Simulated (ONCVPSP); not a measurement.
## Se: variants of one ONCV potential

Base potential:

ONCVPSP 4.0.1 input, shortened (lines: element, Z, core and valence counts, functional; n l f; lmax; l rc ep ncon nbas qcut; lloc lpopt rc5 dvloc0; l nproj debl; icmod fcfact rcfact), PBE, fully relativistic:

```
  Se 34.00    6    2        4      upf
    1    0    2.00
    2    0    2.00
    2    1    6.00
    3    0    2.00
    3    1    6.00
    3    2   10.00
    4    0    2.00
    4    1    3.50
    2
    0    1.65    0.00    3    8    3.90
    1    1.25    0.00    4    7    6.10
    2    1.60    0.43    4    7    6.20
    4    3    1.00    2.00
    0    2    3.40
    1    2    2.10
    2    1    2.60
    3    3.50    1.50
```

Open shells are filled in proportion to 2j + 1.

All-electron outer shells of the reference configuration (PBE, scalar-relativistic, ld1.x):

```json
{"shell": "3p", "level (eV)": "-157.99", "outermost node (bohr)": "0.21", "outermost maximum (bohr)": "0.50"}
{"shell": "3d", "level (eV)": "-58.12", "outermost node (bohr)": "–", "outermost maximum (bohr)": "0.45"}
{"shell": "4s", "level (eV)": "-21.90", "outermost node (bohr)": "0.70", "outermost maximum (bohr)": "1.51"}
{"shell": "4p", "level (eV)": "-10.79", "outermost node (bohr)": "0.74", "outermost maximum (bohr)": "1.77"}
```

Cutoffs, loose and tight: the cutoffs (Ha) at which the residual kinetic energy of the hardest occupied pseudo-wave falls to 1 and 0.1 mHa per electron. They do not see the model core or the augmentation charge, which bear on the density cutoff. Test errors are all-electron minus pseudo excitation energies from the reference, over the configurations 4s2 4p4; 4s2 4p3; 4s2 4p2; 4s1 4p4. A dash means not determined; rows that change the core or the reference have their own tests.

A true bound ghost makes a file unfit for plane-wave use even where its test errors are small: the radial tests pick states by their node count and pass the ghost by.

| change | outcome | cutoff, loose | cutoff, tight | bound ghosts | GHOST(+) flags above zero | largest test error (meV) |
| --- | --- | --- | --- | --- | --- | --- |
| base | generated | 82 Ha | 100 Ha | p3/2, p1/2 | s | -31 |
| p: qcut 3.4 | generated | 85 Ha | 101 Ha | p3/2, p1/2 | s | -31 |
| core correction Teter function, fcfact 3.5, rcfact 2.04 | generated | 82 Ha | 100 Ha | p3/2, p1/2 | s | -230 |
| scalar-relativistic | generated | 82 Ha | 99 Ha | p | s | -36 |

(1) What comes out with this change to the base: p: ncon 5, nbas 8?

## Answers

(1) outcome: generated; cutoff, loose: 118 Ha; cutoff, tight: 133 Ha; bound ghosts: p3/2, p1/2; GHOST(+) flags above zero: s; largest test error (meV): -32.
